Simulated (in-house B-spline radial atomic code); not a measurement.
How G0W0 and RPA depend on the start: Xe⁷⁺

Configuration [Kr] 4d10 5s1, highest spin. Computed with an all-electron radial atomic-structure program (B-spline basis): all electrons, scalar-relativistic (spin-free one-electron X2C), finite nucleus, each spin shell either full or empty, empty states to l = 9 with an (l + 1/2)⁻⁴ tail; G0W0 by contour deformation at full frequency.

```json
{"start": "Hartree-Fock", "mean-field 5s up (eV)": "-104.41", "G0W0 (eV)": "?", "QP weight": "?", "RPA correlation (Eh)": "?"}
{"start": "LDA VWN5", "mean-field 5s up (eV)": "-100.95", "G0W0 (eV)": "-106.98", "QP weight": "0.974", "RPA correlation (Eh)": "-3.8257"}
{"start": "PBE", "mean-field 5s up (eV)": "-100.37", "G0W0 (eV)": "-106.90", "QP weight": "0.974", "RPA correlation (Eh)": "-3.8206"}
{"start": "PBE0", "mean-field 5s up (eV)": "-101.58", "G0W0 (eV)": "-106.78", "QP weight": "0.977", "RPA correlation (Eh)": "-3.7479"}
{"start": "r2SCAN", "mean-field 5s up (eV)": "-100.33", "G0W0 (eV)": "-106.85", "QP weight": "0.975", "RPA correlation (Eh)": "-3.7729"}
{"start": "HSE06", "mean-field 5s up (eV)": "-101.25", "G0W0 (eV)": "-106.81", "QP weight": "0.976", "RPA correlation (Eh)": "-3.7526"}
{"start": "B3LYP (VWN-RPA)", "mean-field 5s up (eV)": "-101.70", "G0W0 (eV)": "-106.85", "QP weight": "0.976", "RPA correlation (Eh)": "-3.7636"}
{"start": "SCAN", "mean-field 5s up (eV)": "-100.65", "G0W0 (eV)": "-106.86", "QP weight": "0.975", "RPA correlation (Eh)": "-3.7709"}
{"start": "TPSS", "mean-field 5s up (eV)": "-99.96", "G0W0 (eV)": "-106.89", "QP weight": "0.974", "RPA correlation (Eh)": "-3.8071"}
{"start": "BHandHLYP", "mean-field 5s up (eV)": "-102.97", "G0W0 (eV)": "-106.71", "QP weight": "0.979", "RPA correlation (Eh)": "-3.6809"}
{"start": "CAM-B3LYP", "mean-field 5s up (eV)": "-103.50", "G0W0 (eV)": "-106.79", "QP weight": "0.979", "RPA correlation (Eh)": "-3.7384"}
{"start": "LC-wPBE", "mean-field 5s up (eV)": "-104.78", "G0W0 (eV)": "-106.72", "QP weight": "0.980", "RPA correlation (Eh)": "-3.7458"}
{"start": "wB97X", "mean-field 5s up (eV)": "-103.86", "G0W0 (eV)": "?", "QP weight": "?", "RPA correlation (Eh)": "?"}
{"start": "PBEsol", "mean-field 5s up (eV)": "-100.43", "G0W0 (eV)": "-106.93", "QP weight": "0.974", "RPA correlation (Eh)": "-3.8225"}
{"start": "BLYP", "mean-field 5s up (eV)": "-100.58", "G0W0 (eV)": "-106.95", "QP weight": "0.974", "RPA correlation (Eh)": "-3.822"}
{"start": "r2SCAN0", "mean-field 5s up (eV)": "-101.65", "G0W0 (eV)": "-106.75", "QP weight": "0.978", "RPA correlation (Eh)": "-3.7158"}
{"start": "LDA exchange-only", "mean-field 5s up (eV)": "-99.68", "G0W0 (eV)": "-107.04", "QP weight": "0.974", "RPA correlation (Eh)": "-3.8249"}
```

Question: What G0W0 level, weight and RPA correlation energy follow from the wB97X start?

Answer: G0W0 level -106.66 eV, weight 0.980, RPA correlation -3.7281 hartree.

Question: What G0W0 level, weight and RPA correlation energy follow from the Hartree-Fock start?

Answer: G0W0 level -106.49 eV, weight 0.984, RPA correlation -3.5558 hartree.

Question: How much of the dependence on the start does G0W0 remove?

Answer: The mean-field levels span 5.1 eV and the G0W0 levels 0.541 eV. Against 105.978 ± 0.0025 eV (NIST, measured) the G0W0 removal energies are off by +0.52 to +1.06 eV, with spin-orbit coupling, Breit and QED terms left out.
